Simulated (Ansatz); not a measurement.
Computed with Ansatz on PBE0-D4/def2-TZVP structures; ΔE is electronic, products minus reactants. CCSD(T)/CBS is the MP2 limit (def2-TZVPP, def2-QZVPP) plus CCSD(T) − MP2 in def2-TZVPP, frozen cores. This one scheme is used for every species, atoms too. Functionals use def2-TZVPP. B3LYP here is the variant with VWN-RPA as its local correlation; programs differ in this. Open shells (•) are unrestricted, without spin–orbit coupling. Spin–orbit coupling would lower the free atoms: a little for C, F, O; strongly for Sn. def2 core potentials past Kr. For Sn outer-core shells are correlated without core-valence functions, so the limit isn't a true one: a few kJ/mol of doubt a bond, and 10 to 20 or more in all where bonds break to atoms. Each species was taken in one conformer, which may not be the lowest.

Reaction (atomization): `C[O][Sn]([OH])([F])[F]` → C• + 2 F• + 4 H• + 2 O• + Sn•

CCSD(T)/CBS gives +875.6 kcal/mol.

Task: Another level gave +849.5 kcal/mol. Which?
A. BHLYP-D4/def2-TZVPP
B. BLYP-D4/def2-TZVPP
C. B3LYP/def2-TZVPP
D. HF/def2-TZVPP

Result: C. B3LYP 849.5, BHLYP-D4 814.8, HF/def2-TZVPP 579.5, BLYP-D4 867.9 kcal/mol.

Largest T1 diagnostic among the species: 0.015.

From PBE to PBE0 (25 % exact exchange), in def2-TZVPP and without D4, ΔE moves by −32.0 kcal/mol: exact exchange takes away binding that semilocal exchange gives to molecules. Leaving LDA and LC-ωPBE aside and taking each functional with its dispersion term where it has one, the values, not all of them listed here, spread over 71.9 kcal/mol, from BHLYP-D4 to PBE-D4. LDA lies +133.6 kcal/mol from PBE without D4, its usual overbinding.

For atomizations the MP2-based limit and the directly extrapolated one differ by several kJ/mol either way, and by 10 to 25 for some Ge, Se and Sn compounds, so smaller differences from it don't rank the levels.
